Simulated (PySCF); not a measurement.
# Two-dimensional NMR puzzle

Compound of formula C4H11FOSi2. Correlations simulated from computed shifts and the bond graph:

HSQC (one-bond C–H):
```
  δH    δC
3.44  59.9
3.15  80.8
2.47  45.8
1.31  20.9
```

COSY cross peaks (H two or three bonds apart, from the bond graph; peaks can be absent where the dihedral angle is near 90°):
```
  δH    δH
5.75  4.73
5.75  4.72
5.75  2.47
4.73  4.72
4.73  3.15
4.72  3.15
3.15  2.47
2.47  1.31
```

HMBC (two and three bonds, from the bond graph):
```
  δH                δC
5.75  80.8, 45.8, 20.9
4.73        80.8, 45.8
4.72        80.8, 45.8
3.44              80.8
3.15  59.9, 45.8, 20.9
2.47        80.8, 20.9
1.31        80.8, 45.8
```

PySCF 2.14.0 with density-fitted response routines calculation with coordinates at the GFN2-xTB level and PBE0/pcSseg-1 with gauge-including orbitals; a single conformation, in vacuum, rapidly exchanging positions averaged, non-relativistic Hamiltonian.

Chemical shifts δ = σref − σ; ¹H and ¹³C against TMS, all at this level.

Exchangeable hydrogens are left out of these lists.

Question: Which molecule is this?

Answer: `F[Si@H]1[SiH2][C@@H](OC)[C@@H]1C`.

Numbering as in the mapped SMILES `[CH3:1][O:2][C@@H:3]1[SiH2:4][Si@H:5]([F:6])[C@H:7]1[CH3:8]`. Hydrogens are named by the atom that carries them. Ha(Si4) is cis to O2 on the ring; Hb(Si4) is trans to O2 on the ring.

δC 80.8 is C3, an sp3 CH bonded to O and Si (δH 3.15). δC 59.9 is C1, a methyl carbon bonded to O (δH 3.44). δC 45.8 is C7, an sp3 CH bonded to Si (δH 2.47). δC 20.9 is C8, a methyl carbon (δH 1.31). COSY links 5.75–4.73, 5.75–4.72, 5.75–2.47, 4.73–4.72, 4.73–3.15, 4.72–3.15.

The shifts were computed for this structure.

Shifts are as computed. Against solution values, carbons near 30 ppm lie about +3 ppm off and those near 130 ppm about +5 ppm. Of 1211 compounds with measured shifts, 218 miss one by over three times the rms of a fit or turn the order of signals round; such compounds aren't used in these exercises.
